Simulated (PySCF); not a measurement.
GaH2, SMILES [GaH2-] (connectivity only; charge and spin as stated), charge -1, multiplicity 1.

The structure is a stationary point at PBE0-D3(BJ)/def2-TZVPD.

Method: PySCF 2.14.0 with PBE0-D3(BJ)/def2-TZVPD.

Frequencies are harmonic and unscaled.

Task: List the normal modes with their intensities. (The exact figures need the calculation; the answer reports its results.)

Result: 
```json
[
 {"mode": "1", "ν (cm⁻¹)": "788", "IR (km/mol)": "250.3", "moving atoms (share of kinetic energy)": "H 98 %"},
 {"mode": "2", "ν (cm⁻¹)": "1398", "IR (km/mol)": "1372.2", "moving atoms (share of kinetic energy)": "H 99 %"},
 {"mode": "3", "ν (cm⁻¹)": "1406", "IR (km/mol)": "1233.6", "moving atoms (share of kinetic energy)": "H 99 %"}
]
```
